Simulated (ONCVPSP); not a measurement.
# PBEsol ONCV dataset for indium, scalar-relativistic all-electron reference.

Input for ONCVPSP 4.0.1:

```
# ATOM AND REFERENCE CONFIGURATION
# atsym  z   nc   nv     iexc    psfile
  In 49.00    9    2  -116133      upf
#
#   n    l    f
    1    0    2.00
    2    0    2.00
    2    1    6.00
    3    0    2.00
    3    1    6.00
    3    2   10.00
    4    0    2.00
    4    1    6.00
    4    2   10.00
    5    0    2.00
    5    1    1.00
#
# PSEUDOPOTENTIAL AND OPTIMIZATION
# lmax
    2
#
#   l,   rc,      ep,       ncon, nbas, qcut
    0    2.20    0.00    4    8    3.10
    1    2.70    0.00    4    8    2.70
    2    2.50    0.32    4    7    3.40
#
# LOCAL POTENTIAL
# lloc, lpopt,  rc(5),   dvloc0
    4    5    2.20    1.00
#
# VANDERBILT-KLEINMAN-BYLANDER PROJECTORs
# l, nproj, debl
    0    2    0.40
    1    1    2.50
    2    2    2.80
#
# MODEL CORE CHARGE
# icmod, fcfact, rcfact
    3    2.75    1.75
#
# LOG DERIVATIVE ANALYSIS
# epsh1, epsh2, depsh
   -2.00    5.00    0.02
#
# OUTPUT GRID
# rlmax, drl
    6.00    0.01
#
# TEST CONFIGURATIONS
# ncnf
    4
# nvcnf
#   n    l    f
    2
    5    0    2.00
    5    1    0.00
#
    2
    5    0    1.00
    5    1    0.00
#
    2
    5    0    2.00
    5    1    0.50
#
    2
    5    0    1.00
    5    1    1.00
#
```

Command:

```bash
oncvpsp.x < In.dat > In.out
```

The program printed (shortened: citation, most of the input echo, consistency checks and plot data are left out):

```
ONCVPSP  (Optimized Norm-Conservinng Vanderbilt PSeudopotential)
scalar-relativistic version 4.0.1

#   n    l    f        energy (Ha)
    1    0    2.00    -1.0194076E+03
    2    0    2.00    -1.5264411E+02
    2    1    6.00    -1.3702983E+02
    3    0    2.00    -2.8956103E+01
    3    1    6.00    -2.3843689E+01
    3    2   10.00    -1.5901079E+01
    4    0    2.00    -4.3917621E+00
    4    1    6.00    -2.8671388E+00
    4    2   10.00    -6.8321115E-01
    5    0    2.00    -3.0339436E-01
    5    1    1.00    -9.2565095E-02

Reference configufation results
  iterations    23
  all-electron total energy (Ha)   -5.87895926D+03

Begin loop to  construct optimized pseudo wave functions
and semi-local pseudopoentials for all angular momenta

   Wellstate for l =  0  n =  6
     eigenvalue =   0.0966
     asymptotic potential =   0.5966
     half-point radius =  9.7797

Calculating optimized projector #   1

 for l=   0

    Fraction of norm inside rc  0.375938
    Optimizing pswf for qcut=   3.10 a_B^-1,  ecut=   4.82 Ha
    Residual kinetic energy error=  1.52D-03 Ha

    Energy error per electron        Cutoff
         Ha          eV             Ha
         0.01000     0.27211        3.37
         0.00100     0.02721        5.69
         0.00010     0.00272       28.78
         0.00001     0.00027       36.41

Calculating optimized projector #   2

 for l=   0

    Fraction of norm inside rc  0.090311
    Optimizing pswf for qcut=   3.10 a_B^-1,  ecut=   4.82 Ha
    Residual kinetic energy error=  6.40D-04 Ha

    Energy error per electron        Cutoff
         Ha          eV             Ha
         0.01000     0.27211        2.60
         0.00100     0.02721        4.49
         0.00010     0.00272       11.09
         0.00001     0.00027       43.18

Calculating optimized projector #   1

 for l=   1

    Fraction of norm inside rc  0.288045
    Optimizing pswf for qcut=   2.70 a_B^-1,  ecut=   3.65 Ha
    Residual kinetic energy error=  5.72D-04 Ha

    Energy error per electron        Cutoff
         Ha          eV             Ha
         0.01000     0.27211        0.92
         0.00100     0.02721        2.80
         0.00010     0.00272       14.70
         0.00001     0.00027       26.80

   Wellstate for l =  2  n =  5
     eigenvalue =   0.3200
     asymptotic potential =   0.8200
     half-point radius =  4.9411

   Wellstate for l =  2  n =  7
     eigenvalue =   3.1200
     asymptotic potential =   3.6200
     half-point radius =  4.1113

Calculating optimized projector #   1

 for l=   2

    Fraction of norm inside rc  0.140799
    Optimizing pswf for qcut=   3.41 a_B^-1,  ecut=   5.80 Ha
    Residual kinetic energy error=  1.09D-02 Ha

    Energy error per electron        Cutoff
         Ha          eV             Ha
         0.01000     0.27211        6.00
         0.00100     0.02721       24.11
         0.00010     0.00272       29.35
         0.00001     0.00027       42.25

Calculating optimized projector #   2

 for l=   2

    Fraction of norm inside rc  0.189760
    Optimizing pswf for qcut=   3.41 a_B^-1,  ecut=   5.80 Ha
    Residual kinetic energy error=  4.90D-01 Ha

    Energy error per electron        Cutoff
         Ha          eV             Ha
         0.01000     0.27211       35.92
         0.00100     0.02721       43.54
         0.00010     0.00272       63.30
         0.00001     0.00027      100.91

Construct Vanderbilt / Kleinmman-Bylander projectors

B matrix Hermiticity error, ll=   0
   1   2    1.3670E-05

  Orthonormal projector coefficients  5.1223E+00  1.5703E+00

B matrix Hermiticity error, ll=   2
   1   2   -1.3015E-04

  Orthonormal projector coefficients -7.7905E+01  2.2598E+00

Model core correction analysis
  based on d2Exc/dn_idn_j

d2excae - all-electron derivatives

   -2.678364D-02   -2.132056D-02
   -2.131551D-02   -2.718658D-02

d2excps - pseudofunction derivatives with no core correction

   -4.055994D-02   -2.630962D-02
   -2.630872D-02   -2.911573D-02

rms 2nd derivative error    7.799534E-03

rmatch, rhocmatch    2.1739    0.2602

Teter function model core charge with specified parameters

d2excps - pseudofunction derivatives with core correction

   -2.476370D-02   -1.748425D-02
   -1.748347D-02   -2.129070D-02

rms 2nd derivative error    4.130474E-03

Pseudoatom total energy   -1.997663

Diagnostic tests using Vanderbilt-Kleinman-Bylander pseudopotentials
  1 or more projectors used as specified by nproj input data

   l    rcore       rmatch      e in        delta e   norm test  slope test

   0   2.2000287   2.2668263  -0.3033944  -0.0000011   1.0000307   1.0000528
   0   2.2000287   2.2668263   0.0966056   0.0000007   1.0000999   1.0000999

   1   2.7124246   2.7947796  -0.0925651  -0.0000000   1.0000008   0.9999710

   2   2.5094810   2.5856743   0.3200000   0.0000041   1.0001353   1.0001353
   2   2.5094810   2.5856743   3.1200000   0.0000100   1.0003174   1.0003174

 Testing for bound ghosts
   n   l    E NL Schr. Eq   E Basis Diag.   E Cutoff

   1   0       -0.303395       -0.300816     53.87

   2   1       -0.092565       -0.086939     29.99

       2                      -57.025268     40.42  WARNING - GHOST(-)

 Testing for highly-localized positive-energy ghosts
       l    <radius>/rc     E Basis Diag.   E Cutoff

       0        0.820939        2.909931     53.87  WARNING - GHOST(+)

       2        0.568236       12.636121     40.42  WARNING - GHOST(+)

       2        0.358719       24.176209     40.42  WARNING - GHOST(+)

Test configuration 0

   n   l     f        eae           eps        diff
   1   0  2.0000-1019.40761913
   2   0  2.0000 -152.64411372
   2   1  6.0000 -137.02982761
   3   0  2.0000  -28.95610255
   3   1  6.0000  -23.84368892
   3   2 10.0000  -15.90107911
   4   0  2.0000   -4.39176215
   4   1  6.0000   -2.86713883
   4   2 10.0000   -0.68321115
   5   0  2.0000   -0.30339436   -0.30339544   -1.08D-06
   5   1  1.0000   -0.09256510   -0.09256511   -1.61D-08

    Total energies and differences
      AE_ref= -5.87895926D+03  AE_tst= -5.87895926D+03  dif=  0.00D+00
      PS_ref= -1.99766294D+00  PS_tst= -1.99766294D+00  dif= -6.66D-16
      PSP excitation error=  6.66D-16

Test configuration 1

   n   l     f        eae           eps        diff
   1   0  2.0000-1019.68471427
   2   0  2.0000 -152.91972219
   2   1  6.0000 -137.30561248
   3   0  2.0000  -29.23151683
   3   1  6.0000  -24.11911570
   3   2 10.0000  -16.17643339
   4   0  2.0000   -4.66723114
   4   1  6.0000   -3.14276947
   4   2 10.0000   -0.95816426
   5   0  2.0000   -0.55067969   -0.55957025   -8.89D-03

    Total energies and differences
      AE_ref= -5.87895926D+03  AE_tst= -5.87876225D+03  dif=  1.97D-01
      PS_ref= -1.99766294D+00  PS_tst= -1.79624024D+00  dif=  2.01D-01
      PSP excitation error= -4.41D-03

Test configuration 2

   n   l     f        eae           eps        diff
   1   0  2.0000-1020.07826047
   2   0  2.0000 -153.30848233
   2   1  6.0000 -137.69465291
   3   0  2.0000  -29.62076291
   3   1  6.0000  -24.50835194
   3   2 10.0000  -16.56537994
   4   0  2.0000   -5.05673709
   4   1  6.0000   -3.53224570
   4   2 10.0000   -1.34262544
   5   0  1.0000   -0.87037511   -0.89448323   -2.41D-02

    Total energies and differences
      AE_ref= -5.87895926D+03  AE_tst= -5.87805377D+03  dif=  9.05D-01
      PS_ref= -1.99766294D+00  PS_tst= -1.07150621D+00  dif=  9.26D-01
      PSP excitation error= -2.07D-02

Test configuration 3

   n   l     f        eae           eps        diff
   1   0  2.0000-1019.53710282
   2   0  2.0000 -152.77307677
   2   1  6.0000 -137.15885597
   3   0  2.0000  -29.08499461
   3   1  6.0000  -23.97258600
   3   2 10.0000  -16.02995003
   4   0  2.0000   -4.52070548
   4   1  6.0000   -2.99615557
   4   2 10.0000   -0.81204724
   5   0  2.0000   -0.42089239   -0.42430228   -3.41D-03
   5   1  0.5000   -0.19513986   -0.19914895   -4.01D-03

    Total energies and differences
      AE_ref= -5.87895926D+03  AE_tst= -5.87888793D+03  dif=  7.13D-02
      PS_ref= -1.99766294D+00  PS_tst= -1.92541092D+00  dif=  7.23D-02
      PSP excitation error= -9.16D-04

Test configuration 4

   n   l     f        eae           eps        diff
   1   0  2.0000-1019.74471885
   2   0  2.0000 -152.97823531
   2   1  6.0000 -137.36407309
   3   0  2.0000  -29.29089585
   3   1  6.0000  -24.17846759
   3   2 10.0000  -16.23564381
   4   0  2.0000   -4.72730565
   4   1  6.0000   -3.20274990
   4   2 10.0000   -1.01556079
   5   0  1.0000   -0.58705547   -0.59521623   -8.16D-03
   5   1  1.0000   -0.33934631   -0.34769078   -8.34D-03

    Total energies and differences
      AE_ref= -5.87895926D+03  AE_tst= -5.87851771D+03  dif=  4.42D-01
      PS_ref= -1.99766294D+00  PS_tst= -1.55241494D+00  dif=  4.45D-01
      PSP excitation error= -3.70D-03
```

Note: ghosts flagged at negative energy: d at -1551.7 eV; GHOST(+) flagged for s at 79.2 eV, d at 343.8 eV. A true bound ghost makes a file unfit for plane-wave use.

The run took about 4.7 s on one core of a shared server CPU.
